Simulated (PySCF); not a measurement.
What does the PBE0-D3(BJ)/def2-SVP structure of InChI=1S/BrH6NSi2/c1-3-4-2/h2-4H2 look like in three dimensions?

```xyz
10
BrH6NSi2 angstrom
N     -1.538    0.413   -0.684
Si    -0.656   -0.606    0.404
Si     1.594   -0.092    0.002
Br     1.722    2.150    0.166
H     -2.544    0.314   -0.765
H     -1.270    1.392   -0.730
H     -0.899   -0.420    1.876
H     -0.954   -2.037    0.087
H      2.051   -0.459   -1.371
H      2.545   -0.670    0.998
```

Any rigid rotation of these coordinates is as good. Atoms count from 1 in this order. Si3 (SiH2 silicon) is distorted tetrahedral (angles from 105.1° to 114.4°). Si2 (SiH2 silicon) is distorted tetrahedral (angles from 104.6° to 117.4°). N1 (silicon-bound nitrogen) is pyramidal (angles 119.8°, 117.5° and 110.6°, sum 347.9°, 0.24 Å off the plane of its three neighbours).

Bonds between heavy atoms (Å): N1–Si2 1.732, Si2–Si3 2.343, Si3–Br4 2.251.

Theory: PySCF 2.14.0, PBE0-D3(BJ)/def2-SVP geometry optimisation, gas phase.

Point group: C1 (no symmetry element, even within 0.4 Å). PBE0-D3(BJ)/def2-SVP frequencies: not computed here. The numbers are those of one conformer (H–N1–Si2–Si3 174° and -47°, N1–Si2–Si3–Br4 52°).
